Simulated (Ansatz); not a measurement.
Program: Ansatz. Geometries: PBE0-D4/def2-TZVP. ΔE: electronic, gas phase. CCSD(T)/CBS is the MP2 limit (def2-TZVPP, def2-QZVPP) plus CCSD(T) − MP2 in def2-TZVPP, frozen cores. This one scheme is used for every species. DFT in def2-TZVPP. HSE06 is defined as in plane-wave codes. For Ge outer-core shells are correlated without core-valence functions, which leaves a few kJ/mol of doubt a bond. Scalar relativity is left out up to krypton. Each species was taken in one conformer, which may not be the lowest.

`N[SiH2]CO` + `[SH][GeH3]` → `N[SiH2][S][GeH3]` + CH₃OH  (ligand exchange at the Si–C bond)

`N[SiH2]CO`:

```xyz
11

N     1.202   -0.688    0.728
Si    0.122    0.660    0.587
C    -1.120    0.145   -0.733
O    -0.442   -0.471   -1.817
H     2.183   -0.510    0.871
H     0.918   -1.505    1.247
H     0.960    1.802    0.139
H    -0.587    1.030    1.848
H    -1.881   -0.527   -0.306
H    -1.661    1.013   -1.122
H     0.307   -0.951   -1.443
```

`[SH][GeH3]`:

Z-matrix (Å, degrees):
```
Ge
S 1 2.224
H 1 1.536 2 110.4
H 1 1.533 2 104.8 3 119.2
H 1 1.536 2 110.4 3 -121.7
H 2 1.343 1 94.6 3 60.6
```

`N[SiH2][S][GeH3]`:

Cartesian coordinates in Å:
```
N -1.386 1.017 1.911
Si -0.497 -0.003 0.868
S -0.419 0.726 -1.150
Ge 1.233 -0.587 -1.847
H -1.064 1.952 2.104
H -2.393 0.975 1.909
H 0.901 -0.113 1.359
H -1.155 -1.333 0.886
H 1.012 -2.016 -1.323
H 1.187 -0.564 -3.380
H 2.581 -0.054 -1.337
```

CH₃OH:

```xyz
6

C     0.295    0.179    0.087
O    -1.057    0.002   -0.266
H     0.458    1.251    0.203
H     0.981   -0.188   -0.687
H     0.547   -0.309    1.037
H    -1.224   -0.936   -0.375
```

```
             level  ΔE (kJ/mol)  difference from CCSD(T)/CBS
       LDA (SPW92)        -70.0                         16.1
         r2SCAN-D4        -83.0                          3.1
        r2SCANh-D4        -84.2                          1.9
          HSE06-D4        -83.9                          2.2
            revPBE        -78.6                          7.5
           r2SCAN0        -84.9                          1.2
     HF/def2-TZVPP        -88.2                         -2.1
SCS-MP2/def2-TZVPP        -86.4                         -0.3
   CCSD/def2-TZVPP        -81.5                          4.6
      HF/CBS(def2)        -88.4                         -2.3
       CCSD(T)/CBS        -86.1                            0
```

Q: What do rigid-rotor, harmonic-oscillator terms from PBE0-D4/def2-TZVP frequencies (298.15 K, 1 bar) make of the CCSD(T)/CBS value? (Best estimate.)

A: Ansatz gave: ΔZPE = +6.4 kJ/mol, ΔH = -77.4 kJ/mol, ΔS = 19 J/(mol·K), ΔG = -83.1 kJ/mol. Modes under 50 cm⁻¹ make the entropy rough.

Largest T1 diagnostic among the species: 0.011.

From BLYP to BHLYP (50 % exact exchange), in def2-TZVPP and without D4, ΔE moves by −7.8 kJ/mol. At CCSD(T), def2-SVP lies +10.9 kJ/mol from the extrapolated value and def2-TZVPP +4.2 kJ/mol.
